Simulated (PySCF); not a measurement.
# Ne (neon, neutral): UHF calculation

Configuration: [Ne], closed-shell 1S. Computed with PySCF 2.14 in def2-QZVPPD (8s5p4d2f1g, 66 functions), with no relativity, point nucleus.

* Total energy: -128.546857 hartree
* One-electron energy: -182.5855 hartree
* Hartree (Coulomb) energy: 66.1469 hartree
* Exchange energy: -12.1083 hartree
* Kinetic energy: 128.54683 hartree
* ⟨S²⟩: 0.0000
* ⟨L²⟩: 0.000
* Sum of ⟨r⟩: 7.891 bohr
* Sum of ⟨r²⟩: 9.373 bohr²
* Density at the nucleus (Gaussians lack the cusp): 611 bohr⁻³
* Langevin diamagnetic susceptibility: -7.42 ×10⁻⁶ cm³/mol

```json
{"shell": "1s", "electrons": "2", "mean orbital energy (eV)": "-891.78", "rms radius, mean of both spins (bohr)": "0.183"}
{"shell": "2s", "electrons": "2", "mean orbital energy (eV)": "-52.529", "rms radius, mean of both spins (bohr)": "0.983"}
{"shell": "2p", "electrons": "6", "mean orbital energy (eV)": "-23.142", "rms radius, mean of both spins (bohr)": "1.11"}
```

Spin-orbit constants ζ (cm⁻¹) from the X2C one-electron operator on these orbitals (non-relativistic here): bare nucleus, nucleus screened by l(l+1)(2l+1)/3 electrons, and screened by the Breit-Pauli mean field of the electrons.

| shell | bare | screened nucleus | mean field |
| --- | --- | --- | --- |
| 2p | 634.1 | 507.3 | 449.7 |
